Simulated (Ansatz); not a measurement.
**Wavefunction methods compared: BeH, doublet**

Calculated in Ansatz's Gaussian-basis code; BCCD by scripts on PySCF. Nonrelativistic, 6-31G, all electrons correlated. Perturbation and coupled-cluster methods stand on the Hartree–Fock determinant that coupled cluster favours; RHF here means ROHF, with semicanonical perturbation theory. The state met can change along the bond. A minimal or small basis: far from the basis limit.

Correlation energy of CCSD(T), then each method's total less that of CCSD(T), in eV:

| case | E corr CCSD(T) | CCSD | BCCD | BCCD(T) | determinant |
| --- | --- | --- | --- | --- | --- |
| 1.679 Å RHF | -0.867 | +0.017 | +0.015 | -0.001 | – |
| 2.014 Å RHF | -1.191 | +0.036 | +0.023 | -0.005 | – |
| 2.014 Å UHF | -1.009 | +0.011 | +0.022 | +0.005 | ⟨S²⟩ = 0.879 |
| 2.283 Å RHF | -1.536 | +0.006 | +0.031 | +0.009 | – |
| 3.492 Å RHF | -1.275 | +0.001 | +0.001 | 0.000 | – |
| 4.096 Å RHF | -1.273 | +0.001 | +0.001 | 0.000 | – |

Task: How far does full CI lie from CCSD(T) in each case, and where is CCSD(T) within 1 kcal/mol (0.043 eV)?

Result: 1.679 Å RHF: -0.012 eV (within); 2.014 Å RHF: -0.022 eV (within); 2.014 Å UHF: -0.010 eV (within); 2.283 Å RHF: -0.003 eV (within); 3.492 Å RHF: 0.000 eV (within); 4.096 Å RHF: 0.000 eV (within).
